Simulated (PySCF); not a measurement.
Gas-phase reaction: 2 GaCl + I₂ + CCl₂ ⇌ 2 GaI + CCl₄

Method: PySCF energies (xtb for GFN2) plus ideal-gas RRHO corrections (1 bar). † marks an energy on the PBE0/def2-TZVP geometry and frequencies; other levels use their own. MP2 freezes the core. All species are closed-shell singlets. B3LYP is the form with VWN-RPA correlation. I: scalar-relativistic def2 core potential, no spin-orbit coupling. Ga: all electrons, no relativistic terms. MP2 isn't extrapolated to the basis-set limit; its ΔH°(298 K) is -228.0 kJ in def2-SVP and -211.8 kJ in def2-TZVPP. The harmonic model lacks anharmonicity and excited electronic states, which grow with temperature; levels with a mode under 35 cm⁻¹ are left out.

```csv
level,"ΔE electronic, kJ","ΔH°(298 K), kJ","ΔS°(298 K), J/K","ΔG°(2500 K), kJ"
B3LYP/def2-TZVP†,-140,-133,-176,280
GFN2-xTB,-137,-132,-168,255
HF/def2-TZVP†,-124,-116,-176,297
MP2/def2-SVP†,-236,-228,-176,185
PBE/def2-SVP,-191,-184,-176,226
PBE0/def2-SVP†,-207,-200,-176,214
r2SCAN/def2-TZVP†,-175,-168,-176,245
LDA/def2-TZVP†,-238,-230,-176,183
ωB97X-V/def2-TZVP†,-180,-172,-176,241
```
ΔH° is lowest at LDA/def2-TZVP† and highest at HF/def2-TZVP†. No reference value is set beside these.
